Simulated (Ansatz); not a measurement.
C2HClSi, SMILES `C#C[Si]Cl` (lower singlet) (charge 0, multiplicity 1). This singlet lies 1.69 eV below the relaxed triplet at the level B3LYP/cc-pVTZ // PBE0-D3(BJ)/def2-TZVP (Ansatz, a quantum-chemistry and plane-wave program).

Calculation: frozen-core CCSDT(Q)/6-31g // PBE0-D3(BJ)/def2-TZVP (Ansatz).

Ansatz 0.2 input:
```yaml
crystal:
  periodic: [false, false, false]
  atoms:
    - { symbol: C, position_ang: [-1.362872, 0.16252, -0.02189] }
    - { symbol: C, position_ang: [-0.250094, -0.180698, -0.35771] }
    - { symbol: Si, position_ang: [1.298427, -0.94488, -0.996463] }
    - { symbol: Cl, position_ang: [2.648959, 0.481747, -0.302389] }
    - { symbol: H, position_ang: [-2.334427, 0.481308, 0.282756] }
basis:
  gaussian: { orbitals: "6-31g" }
correlation:
  method: ccsdt_q
```

Output:

```
Functional definition: HF
990 factors; integrals over basis functions are off by at most 4.3e-8 eV
mean field evaluation 1: about -22436.5727 eV, gradient 2.0e1 eV
mean field evaluation 2: about -22436.5851 eV, gradient 2.0e1 eV
mean field evaluation 4: about -22438.0936 eV, gradient 2.2e0 eV
mean field evaluation 8: about -22438.1161 eV, gradient 2.0e-4 eV
mean field evaluation 16: about -22438.0815 eV, gradient 2.2e0 eV
mean field -22438.11589795 eV, -824.5855501485 hartree, gradient 1.0e-6 eV, S^2 0.000000; 0 other end points of the search recorded, 0 dependent functions left out
12 core orbitals not correlated
reference -22438.11589795 eV, -824.5855501485 hartree; 10, 10 occupied and 24, 24 virtual orbitals, 990 factors
second order -7.04196862 eV of doubles, -0.00000000 eV of singles
cycle   1  -7.21276733 eV  change   -1.7e-1 eV  update   1.1e-1
cycle   2  -7.70483464 eV  change   -4.9e-1 eV  update   5.2e-2
cycle   3  -7.97581632 eV  change   -2.7e-1 eV  update   2.7e-2
cycle   4  -7.97071088 eV  change    5.1e-3 eV  update   9.7e-3
cycle   5  -7.96996863 eV  change    7.4e-4 eV  update   5.1e-3
cycle   6  -7.97365309 eV  change   -3.7e-3 eV  update   1.6e-3
cycle   7  -7.97460841 eV  change   -9.6e-4 eV  update   8.0e-4
cycle   8  -7.97468681 eV  change   -7.8e-5 eV  update   3.6e-4
cycle   9  -7.97462688 eV  change    6.0e-5 eV  update   1.5e-4
cycle  10  -7.97453264 eV  change    9.4e-5 eV  update   6.6e-5
cycle  11  -7.97449332 eV  change    3.9e-5 eV  update   3.1e-5
cycle  12  -7.97448296 eV  change    1.0e-5 eV  update   1.6e-5
cycle  13  -7.97448483 eV  change   -1.9e-6 eV  update   5.9e-6
cycle  14  -7.97448554 eV  change   -7.2e-7 eV  update   3.0e-6
cycle  15  -7.97448556 eV  change   -1.6e-8 eV  update   1.2e-6
perturbative correction -0.03299367 eV, -0.0012124949 hartree
Total energy: -22446.12337718 eV, -824.8798195824 hartree
```
